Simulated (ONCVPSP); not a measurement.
**Transferability test, ONCV potential for manganese**

- Element: manganese
- Generator: ONCVPSP 4.0.1
- Type: optimised norm-conserving Vanderbilt (ONCV)
- Functional: PBE
- Relativity: fully relativistic
- Frozen core: [Ne]
- Valence charge: 15
- Reference configuration: 3s2 3p6 3d5 4s2
- Partial waves: 3s+4s: rc 1.15 bohr, ncon 3, nbas 7, qcut 10.5 1/bohr, 2 projectors; 3p: rc 1.25 bohr, ncon 4, nbas 7, qcut 13.1 1/bohr, 2 projectors, debl 3.8 Ha; 3d: rc 0.95 bohr, ncon 4, nbas 7, qcut 9.7 1/bohr, 1 projector
- Local potential: polynomial inside 0.60 bohr (lpopt 5, dvloc0 3 Ha)
- Core correction: none

Open shells are filled in proportion to 2j + 1.

Energies are relative to the spin-unpolarised reference configuration 3s2 3p6 3d5 4s2; without spin polarisation the order of configurations can differ from experiment.

Question: Give the all-electron excitation energy and the error of the potential for: 3s2 3p6 3d5 4s1; 3s2 3p6 3d5 4s0; 3s2 3p6 3d4 4s0; 3s1 3p6 3d5 4s2.

Answer:

| valence configuration | charge | ΔE all-electron (eV) | error AE − PS (meV) |
| --- | --- | --- | --- |
| 3s2 3p6 3d5 4s1 | +1 | 8.416 | +0.6 |
| 3s2 3p6 3d5 4s0 | +2 | 24.015 | +2.3 |
| 3s2 3p6 3d4 4s0 | +3 | 56.534 | +1.4 |
| 3s1 3p6 3d5 4s2 | +1 | 93.504 | -28 |

Levels in the configuration 3s1 3p6 3d5 4s2:

| level | all-electron (eV) | pseudo (eV) |
| --- | --- | --- |
| 3s j=1/2 | -101.756 | -101.823 |
| 3p j=3/2 | -69.794 | -69.823 |
| 3p j=1/2 | -71.109 | -71.139 |
| 3d j=5/2 | -21.249 | -21.286 |
| 3d j=3/2 | -21.388 | -21.422 |
| 4s j=1/2 | -13.688 | -13.688 |
